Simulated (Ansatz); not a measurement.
`O[SiH](F)[SiH3]` + H₂S → `F[SiH]([SiH3])S` + H₂O at 600 K and 1 bar (ligand exchange at the Si–O bond).

Calculated with Ansatz (gas phase, PBE0-D4/def2-TZVP geometries, no zero-point term in ΔE). CCSD(T)/CBS adds triple-zeta CCSD(T) − MP2 to the extrapolated MP2 energy (def2 sets, frozen cores). This one scheme is used for every species. Each species was taken in one conformer, which may not be the lowest.

| species | CCSD(T)/CBS energy (Eh) | H − E (kJ/mol) | S (J/(mol·K)) |
| --- | --- | --- | --- |
| `O[SiH](F)[SiH3]` | -756.23815 | 192.9 | 428.9 |
| H₂S | -398.97279 | 60.8 | 230.9 |
| `F[SiH]([SiH3])S` | -1078.81755 | 184.0 | 445.1 |
| H₂O | -76.37941 | 76.8 | 212.8 |

H − E and S are ideal-gas, rigid-rotor, harmonic terms from PBE0-D4/def2-TZVP, for one conformer and one mirror image of each species. 1 Eh = 2625.50 kJ/mol, R = 8.31446 J/(mol·K).

Problem. By hand: ΔE, ΔH, ΔS and ΔG.

Solution. ΔE = (-1078.81755) + (-76.37941) − (-756.23815) − (-398.97279) = 0.01398 Eh = 36.7 kJ/mol. Δ(H − E) = 184.0 + 76.8 − 192.9 − 60.8 = 7.1, so ΔH = 43.8 kJ/mol. ΔS = 445.1 + 212.8 − 428.9 − 230.9 = -1.9 J/(mol·K). ΔG = 43.8 − 600 × (-1.9)/1000 = 44.9 kJ/mol.

Problem. By hand: the equilibrium constant, and the temperature at which ΔG would vanish if ΔH and ΔS stayed fixed.

Solution. log₁₀ K = −ΔG/(RT ln 10) = -3.9. ΔH and −TΔS have one sign here, so there is no such temperature. One of them is within its doubt of zero, so this could turn.

The number of gas molecules stays the same, so ΔS is small and ΔH decides. A doubt of 5 kJ/mol in ΔE shifts log₁₀ K by 0.4 here. Other conformers and mirror images would add mixing entropy, several J/(mol·K) or more a flexible species. These are equilibria of isolated gas molecules and say nothing of rates. Largest T1 diagnostic: 0.013 (customary marks: 0.02 for closed shells, 0.045 for open ones).
